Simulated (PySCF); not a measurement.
F2O2W, SMILES [O]=[W](=[O])([F])[F] (connectivity only; charge and spin as stated), charge +1, multiplicity 2.

The structure is a stationary point at B3LYP-D3(BJ)/def2-SVP. The spin state was assumed, not searched. The isomer is the one that the SMILES or the coordinates give; other isomers of the formula were not compared. The def2 effective core potentials stand for the cores of W; spin–orbit coupling is left out.

Level of theory: TDA-PBE/def2-SVPD (PySCF).

Vertical excitations. Isolated molecule, no solvent.

List the lowest excited states. (An estimate is asked for; the answer gives what the named calculation found.)


```csv
state,energy (eV),λ (nm),f,main pairs
root 1,1.20,1033,0.000,β HOMO→LUMO 100 %
root 2,1.33,934,0.000,β HOMO−1→LUMO 100 %
root 3,1.64,754,0.002,β HOMO−2→LUMO 96 %
root 4,2.11,587,0.001,β HOMO−3→LUMO 100 %
root 5,2.64,469,0.000,β HOMO−4→LUMO 100 %
root 6,3.00,413,0.013,β HOMO−5→LUMO 85 %
root 7,3.67,338,0.000,β HOMO−6→LUMO 99 %
root 8,3.92,316,0.000,β HOMO−8→LUMO 99 %
root 9,3.98,311,0.014,"α HOMO−2→LUMO 7 %, β HOMO−7→LUMO 87 %"
root 10,4.65,267,0.000,β HOMO−9→LUMO 98 %
```
Unrestricted roots are not spin-pure.
